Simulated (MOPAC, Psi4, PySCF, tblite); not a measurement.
Two rigid molecules brought together: HCl ··· BF3 (SMILES Cl and FB(F)F). Monomers: optimised at B3LYP-D3(BJ) (def2-TZVP), held rigid. Orientation: a random orientation, not optimised. R is the distance of the centres of mass, along which the second monomer moves.

Geometry at R = 4.17 Å (first 2 atoms: monomer A):
```
6

Cl     0.6410     0.0000     0.0000
H     -0.6410     0.0000     0.0000
F      3.3612     1.8940     0.0748
B      3.3923     3.0608    -0.5323
F      2.4098     3.9180    -0.3585
F      4.4057     3.3711    -1.3120
```

Methods: AM1, restricted, heats of formation (MOPAC); GFN2-xTB (tblite); RKS-LDA (SVWN5)/6-31G* = restricted LDA (SVWN5)/6-31G*, spherical d, no counterpoise correction in PySCF; RMP2/6-31G* = PySCF with restricted MP2 (frozen core)/6-31G*, spherical d, no counterpoise correction; PBE-D3(BJ)/def2-TZVP, counterpoise-corrected (Psi4).

Interaction energies in kJ/mol (negative: bound); R is the distance of the centres of mass, d the Cl1···F3 distance.

```tsv
R / Å	d / Å	AM1	GFN2-xTB	RKS-LDA (SVWN5)/6-31G*	RMP2/6-31G*	PBE-D3(BJ)/def2-TZVP
3.60	2.77	12.97	-0.67	-6.69	3.32	3.71
3.81	2.97	5.09	-2.66	-7.13	-0.76	-0.52
3.96	3.11	2.65	-3.13	-6.42	-1.91	-1.79
4.17	3.32	1.19	-3.18	-4.95	-2.29	-2.35
4.37	3.51	0.63	-2.88	-3.53	-2.02	-2.26
4.56	3.69	0.38	-2.50	-2.39	-1.59	-1.96
4.85	3.98	0.19	-1.93	-1.17	-0.97	-1.44
5.18	4.30	0.12	-1.39	-0.45	-0.51	-0.95
5.69	4.80	0.08	-0.82	-0.08	-0.20	-0.47
6.33	5.43	0.07	-0.42	-0.01	-0.07	-0.20
7.35	6.44	0.05	-0.15	0.01	-0.02	-0.06
8.67	7.75	0.03	-0.04	0.00	0.00	-0.02
```

Lowest grid point: AM1 0.03 kJ/mol at R = 8.67 Å; GFN2-xTB -3.18 kJ/mol at R = 4.17 Å; RKS-LDA (SVWN5)/6-31G* -7.13 kJ/mol at R = 3.81 Å; RMP2/6-31G* -2.29 kJ/mol at R = 4.17 Å; PBE-D3(BJ)/def2-TZVP -2.35 kJ/mol at R = 4.17 Å.
